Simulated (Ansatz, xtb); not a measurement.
# Isomers of C5H5ClN2S in order of energy

7 gas-phase structures of C5H5ClN2S, from a drawn sample of its isomers (lower ones may exist). Each was relaxed with GFN2-xTB; where two conformers were screened, the lower at r2SCAN-D4/def2-SVP is listed:

A. `C/C(=C/Cl)c1cnsn1`, a singlet
B. `Clc1nnc(C2CC2)s1`, a singlet
C. `C=C(Cl)Cc1ncns1`, a singlet
D. `C/N=C\c1sncc1Cl`, a singlet
E. `C/N=C/c1ncsc1Cl`, a singlet
F. `Clc1snnc1C1CC1`, a singlet
G. `C=C(CCl)c1cnsn1`, a singlet

Q: Make a reasoned guess at their ranking by r2SCAN-D4/def2-SVP single-point energy.

A: Calculated order at r2SCAN-D4/def2-SVP: C (0.0), A (2.0), E (5.4), G (5.4), D (11.1), B (17.1), F (26.1) kcal/mol. Less than 1 kcal/mol parts E and G, so the order within that pair means little.

Energies above the lowest of each column, in kcal/mol; the last columns are at B3LYP-D3(BJ)/def2-SVP geometries and were run for some of them only (a dash: not run or not comparable):

| structure | GFN2-xTB | HF/STO-3G | r2SCAN-D4/def2-SVP | B3LYP-D3(BJ)/def2-SVP | CCSD(T)/def2-SVP + ΔMP2/def2-TZVPP |
| --- | --- | --- | --- | --- | --- |
| C | 0.0 | 0.0 | 0.0 | 0.0 | 0.0 |
| A | 0.1 | 2.6 | 2.0 | 2.7 | 1.4 |
| E | 5.2 | 2.8 | 5.4 | 3.3 | 8.3 |
| G | 5.9 | 3.4 | 5.4 | 5.4 | 2.6 |
| D | 7.0 | 8.3 | 11.1 | 10.9 | 12.2 |
| B | 7.1 | 5.8 | 17.1 | 21.8 | – |
| F | 14.0 | 13.0 | 26.1 | – | – |

Every level run on C puts it lowest or level with the lowest. CCSD(T)/def2-SVP + ΔMP2/def2-TZVPP orders those it was run on as C (0.0), A (1.4), G (2.6), E (8.3), D (12.2) kcal/mol. Flexible structures stand in one conformer each, not always the lowest. A keeps a small imaginary mode. Frequencies (GFN2-xTB) were run for A, C, D, E, G alone. The ΔMP2 step shifts differences by up to 7.5 kcal/mol, which makes them less sure. ΔMP2 is the change of the MP2 energy from the smaller to the larger basis.

Over these structures GFN2-xTB departs from r2SCAN-D4/def2-SVP by 4.1 kcal/mol on average once a common shift is removed. A GFN2-xTB relaxation took about 0.11 s and the r2SCAN-D4/def2-SVP energy about 0.82 s on a shared host (Ansatz 0.2.0, xtb 6.7.1).
